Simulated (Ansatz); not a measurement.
`[O]=[W]([F])([Cl])([Cl])[Cl]` + H₂O → `[O]=[W]([OH])([F])([Cl])[Cl]` + HCl at 400 K and 1 bar (formal hydrolysis of a W–Cl bond).

Calculated with Ansatz (gas phase, PBE0-D4/def2-TZVP geometries, no zero-point term in ΔE). CBS: MP2 limit from def2 TZ/QZ plus the TZ coupled-cluster correction, frozen cores. This one scheme is used for every species. def2 core potentials past Kr. For W outer-core shells are correlated without core-valence functions, which leaves a few kJ/mol of doubt a bond. Each species was taken in one conformer, which may not be the lowest.

```
                       species  CCSD(T)/CBS energy (Eh)  H − E (kJ/mol)  S (J/(mol·K))
`[O]=[W]([F])([Cl])([Cl])[Cl]`              -1621.48342            60.8          422.6
                           H₂O                -76.37941            69.8          198.6
`[O]=[W]([OH])([F])([Cl])[Cl]`              -1237.47719            93.5          425.2
                           HCl               -460.38127            29.6          195.4
```

H − E and S are ideal-gas, rigid-rotor, harmonic terms from PBE0-D4/def2-TZVP, for one conformer and one mirror image of each species. 1 Eh = 2625.50 kJ/mol, R = 8.31446 J/(mol·K).

Question: By hand: ΔE, ΔH, ΔS and ΔG.

Answer: ΔE = (-1237.47719) + (-460.38127) − (-1621.48342) − (-76.37941) = 0.00437 Eh = 11.5 kJ/mol. Δ(H − E) = 93.5 + 29.6 − 60.8 − 69.8 = -7.5, so ΔH = 4.0 kJ/mol. ΔS = 425.2 + 195.4 − 422.6 − 198.6 = -0.6 J/(mol·K). ΔG = 4.0 − 400 × (-0.6)/1000 = 4.2 kJ/mol.

Question: By hand: the equilibrium constant, and the temperature at which ΔG would vanish if ΔH and ΔS stayed fixed.

Answer: log₁₀ K = −ΔG/(RT ln 10) = -0.5. ΔH and −TΔS have one sign here, so there is no such temperature.

The number of gas molecules stays the same, so ΔS is small and ΔH decides. The sign of ΔG lies within the doubt. A doubt of 5 kJ/mol in ΔE shifts log₁₀ K by 0.7 here. Other conformers and mirror images would add mixing entropy, several J/(mol·K) or more a flexible species. Modes under 60 cm⁻¹, often nearly free rotors, make the harmonic entropy too high. These are equilibria of isolated gas molecules and say nothing of rates. Largest T1 diagnostic: 0.021 (customary marks: 0.02 for closed shells, 0.045 for open ones).

ΔS is within the doubt of such terms, so its sign, and with it that verdict, could turn.
